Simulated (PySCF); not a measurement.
**1,2-elimination**

Start structure (BNH2ClF, singlet), relaxed at PBE0-D4/def2-TZVP:

```
6
angstrom
B -0.4860 0.3452 -0.0749
F -1.5363 0.4093 0.7353
N 0.5633 -0.5215 0.1958
H 0.5627 -1.1220 1.0020
Cl -0.4650 1.3899 -1.4982
H 1.3711 -0.5968 -0.3946
```

The step: BNH₂ClF ([NH2][B]([F])[Cl]) → BNHCl ([NH][B][Cl]) + HF; bonds formed: F2–H4; bonds broken: B1–F2, N3–H4. Computed with PySCF 2.14 with density fitting (its default auxiliary sets; JK sets also for MP2 and CCSD(T)) (basis: def2-TZVPP and def2-QZVPP); correlated methods freeze the cores. Extrapolation: Hartree–Fock as exp(−7.88 √X), correlation as X^−2.97. Energies below are by CCSD(T) at an estimated basis limit (MP2 extrapolated from triple and quadruple zeta, plus CCSD(T) − MP2 in triple zeta).

**Question.** What are the electronic barrier and the energy of the step, from the start structure to the end structure? (To be estimated.)

**Answer.** The calculation gives: Barrier 79.85 kcal/mol; step energy 66.01 kcal/mol (uphill); reverse barrier, their difference, 13.84 kcal/mol. Barrier and step energy count from the start structure, the reverse barrier from the end structure.

The saddle point: One imaginary mode of 442i cm⁻¹.
| pair | start (Å) | saddle (Å) | end (Å) |
| --- | --- | --- | --- |
| F2–H4 | 2.61 | 1.02 | 0.94 |
| B1–F2 | 1.33 | 1.86 | 3.25 |
| N3–H4 | 1.01 | 1.54 | 1.83 |

Zero-point energy (harmonic, PBE0-D4): ZPE is 22.27 kcal/mol at the start and 18.43 kcal/mol at the saddle, so the barrier goes from 79.85 to 76.00 kcal/mol.

First-order rate constant out of the start structure at 298 K by transition-state theory, with harmonic vibrational free energies alone and no tunnelling: ΔA‡ = 75.91 kcal/mol, so k = (kB T/h) exp(−ΔA‡/kB T) ≈ 10^-43 s⁻¹ (an order of magnitude at best: rotation, the number of equivalent paths and anharmonicity are left out).

No T1 diagnostic of these runs exceeds 0.015.

Labels in which every atom is bracketed show which atoms are joined, not bond orders.

For scale, one of the runs: CCSD(T)/def2-TZVPP, 163 basis functions, launched by `OMP_NUM_THREADS=4 python run.py`. Hardware: 4 CPU threads of an Arm Neoverse V2, shared host. Wall time 3 min; peak host memory 1.4 GiB.
